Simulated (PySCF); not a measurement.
**A small calculation by hand: dipole moment from atomic charges**

silicon monosulfide (SSi), SMILES [Si]=S (connectivity only; charge and spin as stated), neutral, multiplicity 1. Atoms are numbered in the order given.

```xyz
2

Si     0.0000     0.0000    -1.0408
S      0.0000     0.0000     0.9107
```
Charge 0, spin multiplicity 1.

Geometry: PBE-D3(BJ)/def2-TZVPD.

Charges (e) from PBE/def2-TZVPD (PySCF):

| atom | ESP fit | IAO |
|---|---|---|
| Si1 | 0.175 | 0.290 |
| S2 | -0.175 | -0.290 |

The dipole moment of the full density is 1.61 D.

Q: What dipole moment does each set of point charges give, and which comes closer to that of the density?

A: 
μ = Σ q r, and 1 e Å = 4.8032 D.
ESP fit: Σ q r = (0.000, 0.000, -0.342) e Å, |μ| = 1.64 D.
IAO: Σ q r = (0.000, 0.000, -0.566) e Å, |μ| = 2.72 D.
ESP fit comes closer in size. Point charges leave out the atoms' own dipoles (lone pairs, polarised bonds); fits to the potential absorb them, partitions of the density don't.
